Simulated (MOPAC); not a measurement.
MOPAC input (AM1):

```
AM1 PRECISE GNORM=0.05 LET XYZ UHF MS=0.5 GEO-OK AUX(PRECISION=9) THREADS=1
CH7P2Si

C    -1.60525200 1    1.39753100 1   -0.26494600 1
Si   -0.16168600 1    0.21986500 1   -0.55624600 1
P    -0.56789100 1   -1.93893300 1    0.02901100 1
P     1.68750000 1    1.05222700 1    0.46095600 1
H    -1.35446700 1    2.40829400 1   -0.59153600 1
H    -2.49167300 1    1.06538300 1   -0.80689400 1
H    -1.85277400 1    1.43215100 1    0.80024300 1
H    -1.16737700 1   -1.60178600 1    1.27591400 1
H    -1.81521600 1   -2.00404600 1   -0.64816100 1
H     2.46989200 1   -0.10654700 1    0.22568200 1
H     1.31258000 1    0.64385100 1    1.77236800 1
```

From the output:

```
                                                       MOPAC v23.2.5 Linux

          FINAL HEAT OF FORMATION =         17.19859 KCAL/MOL =      71.95890 KJ/MOL

          COSMO AREA              =        141.37 SQUARE ANGSTROMS
          COSMO VOLUME            =        135.32 CUBIC ANGSTROMS

          GRADIENT NORM           =          0.03246          =       0.00979 PER ATOM
          IONIZATION POTENTIAL    =          8.875057 EV
          ALPHA SOMO LUMO (EV)    =         -8.875 -1.098
          BETA  SOMO LUMO (EV)    =         -9.956 -1.283
          NO. OF ALPHA ELECTRONS  =         13
          NO. OF BETA  ELECTRONS  =         12
          MOLECULAR WEIGHT        =        109.0993         POINT GROUP:  C1

          MOLECULAR DIMENSIONS (Angstroms)

            Atom       Atom       Distance
            H    10    H     6     5.21047
            H     9    H     5     4.53638
            H    11    H     5     1.94140

          SCF CALCULATIONS        =         95

   ATOM   CHEMICAL          X               Y               Z
  NUMBER   SYMBOL      (ANGSTROMS)     (ANGSTROMS)     (ANGSTROMS)

     1       C         -1.64377980  *   1.44755041  *  -0.22313830  *
     2      Si         -0.28412348  *   0.29361002  *  -0.36586281  *
     3       P         -0.62755911  *  -1.83192140  *   0.27212399  *
     4       P          1.73974288  *   0.94201182  *   0.32378081  *
     5       H         -1.36781656  *   2.44422987  *  -0.64971028  *
     6       H         -2.54544661  *   1.09210264  *  -0.77787493  *
     7       H         -1.95862741  *   1.62606988  *   0.83394903  *
     8       H         -1.99052140  *  -1.92040441  *   0.22811346  *
     9       H         -0.35713718  *  -2.44157104  *  -0.92222073  *
    10       H          2.46748233  *  -0.14399565  *  -0.07676533  *
    11       H          1.67351376  *   0.63667426  *   1.65554115  *

                             CARTESIAN COORDINATES

   1    C       -1.643779795     1.447550406    -0.223138296
   2   Si       -0.284123481     0.293610020    -0.365862806
   3    P       -0.627559111    -1.831921405     0.272123995
   4    P        1.739742883     0.942011825     0.323780808
   5    H       -1.367816562     2.444229874    -0.649710282
   6    H       -2.545446613     1.092102644    -0.777874933
   7    H       -1.958627407     1.626069882     0.833949028
   8    H       -1.990521403    -1.920404412     0.228113460
   9    H       -0.357137185    -2.441571036    -0.922220732
  10    H        2.467482332    -0.143995650    -0.076765327
  11    H        1.673513757     0.636674260     1.655541151

           Empirical Formula: C H7 Si P2  =    11 atoms

      MOLECULAR POINT GROUP   :   C1

          ALPHA EIGENVALUES
 -29.41129 -21.97650 -21.52821 -14.42080 -14.36784 -14.22369 -13.52176 -13.09346
 -12.37280 -11.91757 -10.82809  -9.95805  -8.87506  -1.09804  -0.90536   1.16810
   1.39143   1.62504   1.85496   2.05779   3.74166   3.79680   4.63966

           BETA EIGENVALUES
 -29.42791 -21.94598 -21.51906 -14.33149 -14.25956 -13.78867 -13.33760 -13.02296
 -12.31374 -11.88268 -10.49549  -9.95602  -1.28288  -0.58858  -0.40161   1.36193
   1.58286   1.73374   1.89627   2.09205   3.74842   3.80710   4.64117

              NET ATOMIC CHARGES AND DIPOLE CONTRIBUTIONS

  ATOM NO.   TYPE          CHARGE      No. of ELECS.   s-Pop       p-Pop
    1          C          -0.550905        4.5509     1.26309     3.28781
    2         Si           0.773184        3.2268     0.97122     2.25560
    3          P          -0.598377        5.5984     1.83672     3.76166
    4          P          -0.505515        5.5055     1.83213     3.67339
    5          H           0.121061        0.8789     0.87894
    6          H           0.101949        0.8981     0.89805
    7          H           0.110400        0.8896     0.88960
    8          H           0.137701        0.8623     0.86230
    9          H           0.142193        0.8578     0.85781
   10          H           0.133555        0.8664     0.86644
   11          H           0.134754        0.8652     0.86525
 DIPOLE           X         Y         Z       TOTAL
 POINT-CHG.    -1.101     0.438    -2.110     2.420
 HYBRID        -1.764    -0.970     0.304     2.035
 SUM           -2.864    -0.531    -1.806     3.428

          ATOMIC ORBITAL ELECTRON POPULATIONS

     Atom    s        px        py        pz
    1  C   1.26309   1.11199   1.11356   1.06226
    2 Si   0.97122   0.72443   0.67125   0.85991
    3  P   1.83672   1.17885   1.31780   1.26501
    4  P   1.83213   1.24365   1.27504   1.15469
    5  H   0.87894
    6  H   0.89805
    7  H   0.88960
    8  H   0.86230
    9  H   0.85781
   10  H   0.86644
   11  H   0.86525

                    (SZ)    =    0.500000
                    (S**2)  =    0.769689

          ATOMIC ORBITAL SPIN POPULATIONS

    Atom   Total    s     px     py     pz
         Atomic
    1  C -0.0573 -0.007 -0.025 -0.018 -0.007
    2 Si  1.1163  0.257  0.093  0.073  0.693
    3  P -0.0505  0.003 -0.002 -0.047 -0.004
    4  P -0.0914  0.006 -0.064 -0.026 -0.007
    5  H  0.0060  0.006
    6  H  0.0071  0.007
    7  H  0.0305  0.031
    8  H  0.0028  0.003
    9  H  0.0132  0.013
   10  H  0.0049  0.005
   11  H  0.0184  0.018

 **********************
 *                    *
 * JOB ENDED NORMALLY *
 *                    *
 **********************

 == MOPAC DONE ==
```

The geometry given is a B3LYP-D3(BJ)/def2-TZVP minimum.
